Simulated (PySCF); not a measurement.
## Working out the ionisation energy of Ga¹³⁺

Ga¹³⁺ [Ar] (1S) → Ga¹⁴⁺ [Ne] 3s2 3p5 (2P). Computed with PySCF 2.14 in an even-tempered Gaussian basis (19 s from 0.93 bohr⁻², ratio 2.5; 12 p from 1.2 bohr⁻², ratio 2.5; 5 d from 7.8 bohr⁻², ratio 2.7; 4 f from 12 bohr⁻², ratio 2.7), with scalar relativity by spin-free X2C-1e. Frozen: 1s2; the 22 highest virtual orbitals dropped. Energies in hartree (1 hartree = 27.21139 eV):

```
            part  Ga¹³⁺ (lower)  Ga¹⁴⁺ (upper)
             UHF   -1867.784218   -1850.449050
CCSD correlation      -0.602950      -0.574475
             (T)      -0.002887      -0.002835
```

Task: What does Hartree-Fock give?

Result: (-1850.449050) − (-1867.784218) = 17.335168 hartree = 471.714 eV.

Task: What do CCSD and CCSD(T) give?

Result: The CCSD correlation energies differ by 0.028475 hartree = 0.775 eV and the triples by 0.000052 hartree = 0.001 eV, so CCSD gives 472.489 eV and CCSD(T) 472.490 eV.

Reference: 471.2 ± 1.4 eV (semi-empirical (NIST evaluation); NIST Atomic Spectra Database, ionization energies), between the lowest levels; spin-orbit coupling is absent from the calculation.

What remains against the reference includes basis incompleteness, the frozen core and higher excitations.
